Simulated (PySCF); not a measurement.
Work out the structure from these simulated measurements.

Elements present: C, H, N and Si. Monoisotopic mass: 160.0852 u.

| Property | Result |
| --- | --- |
| Polarisability | 131.1 au [PBE0/def2-SVPD] |
| 13C NMR | chemical shifts (computed TMS as zero) by class: 42.2 (2 C), 26.5 (1 C), 21.7 (1 C), 19.8 (1 C) ppm [GIAO KT3/pcSseg-1] |
| Rotational structure | rotational constants A, B, C: 1.720, 0.807, 0.638 GHz [PBE0-D3(BJ)/def2-SVP] |
| Dipole | 0.45 D [PBE0/def2-SVPD] |
| UV, first state | lowest singlet excitation: 5.19 eV (239 nm, f = 0.005) [TDDFT PBE0/def2-SVPD] |
| Triplet | lowest triplet excitation (Tamm–Dancoff): 4.98 eV [TDA PBE0/def2-SVPD] |
| Valence photoelectron | vertical ionisation energy: 7.80 eV [ΔSCF PBE0/def2-SVPD] |
| 1H NMR | chemical shifts (computed TMS as zero) by class: 5.14 (1 H), 4.86 (1 H), 2.51 (6 H), 2.28 (1 H), 1.65 (1 H), 1.65 (1 H), 1.22 (1 H), 0.49 (1 H), 0.41 (1 H), -0.16 (2 H) ppm [GIAO KT3/pcSseg-1] |

Gas-phase values; electronic properties from PySCF, density fitting. Levels stand in brackets. Isolated species at its PBE0-D3(BJ)/def2-SVP geometry (one conformer only). NMR classes are plain means over equivalent atoms (diastereotopic ones count apart unless rotation or inversion swaps them), as if these changed places fast.

**Question.** Which formula fits the mass and the elements?

**Answer.** C5H16N2Si2 (calculated 160.0852). No other formula that holds each of these elements comes within 0.0003 u with a fitting electron parity and a possible valence count.

**Question.** What is the compound? Reason from the data.

**Answer.** Numbering: `[CH3:1][N:2]([CH3:3])[Si@@H:4]1[CH2:5][CH2:6][CH2:7][Si@H:8]1[NH2:9]`. Its formula, C5H16N2Si2, gives 1 degree of unsaturation: 1 ring and 0 π bonds in the structure found. 5 carbons fall into 4 classes; from least to most shielded: N-methyl carbon [C1/C3] (42.2 ppm, 2 C, up to 3.6 ppm apart in this geometry), ring CH2 carbon [C6] (26.5 ppm), ring sp3 carbon bound to silicon [C7] (21.7 ppm), ring sp3 carbon bound to silicon [C5] (19.8 ppm). Hydrogen classes from least to most shielded: 1 H on an SiH silicon, Si8 (5.14 ppm), 1 H on an SiH silicon, Si4 (4.86 ppm), 6 H on 2 N-methyl carbons, C1/C3 (2.51 ppm, a mean of values up to 0.6 ppm apart in this geometry), 1 H on a ring CH2 carbon, C6 (2.28 ppm), 1 H on an sp3 carbon bound to silicon, C5 (1.65 ppm), 1 H on a ring CH2 carbon, C6 (1.65 ppm), 1 H on an sp3 carbon bound to silicon, C7 (1.22 ppm), 1 H on an sp3 carbon bound to silicon, C5 (0.49 ppm), 1 H on an sp3 carbon bound to silicon, C7 (0.41 ppm), 2 H on a silicon-bound nitrogen, N9 (-0.16 ppm). The first electron is taken from the HOMO, whose largest Löwdin shares are 0.52 on a silicon-bound nitrogen, 0.08 on each of 2 atoms of one kind (N-methyl carbon) and 0.08 on an SiH silicon. The optimised geometry has point group C1 and is an asymmetric top. Structure: `C1CC[Si@@H](N(C)C)[Si@@H]1N`. Computed isomers that give other values at the same levels: `C[C@@H]1C[SiH2]N[Si@H]1N(C)C` (13C chemical shifts (computed TMS as zero) by class: 38.2 (2 C), 20.0 (1 C), 19.5 (1 C), 16.8 (1 C) ppm); `C[C@@H]1C[SiH2]N[Si@@H]1N(C)C` (13C chemical shifts (computed TMS as zero) by class: 38.4 (2 C), 22.4 (1 C), 20.3 (1 C), 16.9 (1 C) ppm); `C[Si@](N)([SiH3])N1CCCC1` (13C chemical shifts (computed TMS as zero) by class: 49.3 (2 C), 31.3 (2 C), 1.4 (1 C) ppm). The assignments are read from this structure; whether some other isomer fits the data as well wasn't checked. The mirror image fits equally.
